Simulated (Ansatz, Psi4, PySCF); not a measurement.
C₃H₁₀AlClSi (SMILES C[Si](C)(C)[AlH][Cl]), singlet, at a GFN2-xTB geometry (such geometries of metal compounds can be far from the true shape), atoms displaced at random by about 0.03 Å a coordinate. Base run: PySCF with HF/STO-3G, gradient.

The PySCF input:
```python
from pyscf import gto, scf

mol = gto.M(
    atom='''
Al    0.769328   -0.841994    0.828372
Cl   -0.163709   -1.643326    2.402000
H     2.310431   -1.109115    0.886957
Si   -0.042317    0.623648   -0.971865
C     1.373076    1.429701   -1.894742
C    -1.092913    2.093527   -0.156870
C    -1.223399   -0.261515   -2.152748
H     0.985727    1.991755   -2.813507
H     1.981214    2.041916   -1.298532
H     2.028421    0.621932   -2.327581
H    -0.510519    2.782270    0.437823
H    -1.866593    1.709133    0.487013
H    -1.552069    2.675961   -0.918148
H    -2.011884   -0.763357   -1.641732
H    -0.667580   -1.024099   -2.693982
H    -1.667364    0.392398   -2.902982
''',
    basis='sto-3g',
    charge=0,
    spin=0,
    verbose=4,
)

mf = scf.RHF(mol)
mf.kernel()
g = mf.nuc_grad_method()
grad = g.kernel()
```

Programs used: Ansatz (an electronic-structure program), Psi4, PySCF; a row that names a program was run with it.

The coordinate followed is z of atom 16.

The base run was repeated with changes; each row names its change, and settings that it needs were set with it.

| change | dE/dx (Eh/bohr) | net force (Eh/bohr) |
|---|---|---|
| base | -0.007045 | 0.000000 |
| finite difference step (bohr) = 0.05; conv_tol = 1e-11 | -0.006954 | - |
| conv_tol = 1e-11 | -0.007045 | 0.000000 |
| finite difference step (bohr) = 1e-3; conv_tol = 1e-11 | -0.007045 | - |
| code = psi4 | -0.007043 | 0.000000 |
| finite difference step (bohr) = 1e-4; conv_tol = 1e-11 | -0.007045 | - |
| density fitting = on; auxbasis_response = off | -0.007015 | 0.000533 |
| conv_tol = 1e-6 | -0.007044 | 0.000000 |
| finite difference step (bohr) = 0.01; conv_tol = 1e-11 | -0.007041 | - |
| finite difference step (bohr) = 0.2; conv_tol = 1e-11 | -0.005610 | - |
| density fitting = on | -0.007043 | 0.000000 |
| code = ansatz | -0.007045 | 0.000000 |

The net force is zero for an exact gradient.
